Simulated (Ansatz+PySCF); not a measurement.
singlet Li₄F₄: levels of theory in one basis

```json
{"atom": "Li", "x (Å)": "-0.8514", "y (Å)": "-0.8471", "z (Å)": "-0.8588"}
{"atom": "F", "x (Å)": "-0.9472", "y (Å)": "-0.9395", "z (Å)": "0.9466"}
{"atom": "F", "x (Å)": "-0.9413", "y (Å)": "0.9542", "z (Å)": "-0.9453"}
{"atom": "Li", "x (Å)": "-0.8598", "y (Å)": "0.8580", "z (Å)": "0.8469"}
{"atom": "F", "x (Å)": "0.9467", "y (Å)": "-0.9418", "z (Å)": "-0.9425"}
{"atom": "Li", "x (Å)": "0.8508", "y (Å)": "-0.8606", "z (Å)": "0.8484"}
{"atom": "Li", "x (Å)": "0.8559", "y (Å)": "0.8512", "z (Å)": "-0.8646"}
{"atom": "F", "x (Å)": "0.9525", "y (Å)": "0.9504", "z (Å)": "0.9583"}
```

Basis set: def2-SVP (spherical functions). Correlated methods keep 4 orbitals frozen. Charge 0, multiplicity 1.

Computed with Ansatz (development build ahead of 0.2.0); each method stands on the lowest determinant of its kind that the runs found.

```
method  E − E(RHF) (eV)  <S²> of the determinant
   RHF             0.00                     0.00
```

Problem. What does RHF-MP2 give on the same scale?

Solution. -22.37 eV.

Problem. Is a single determinant a sound starting point here?

Solution. By this sign, yes. Unrestricted orbitals gain 0.00 eV and <S²> is 0.00 against 0.00 for a pure state.
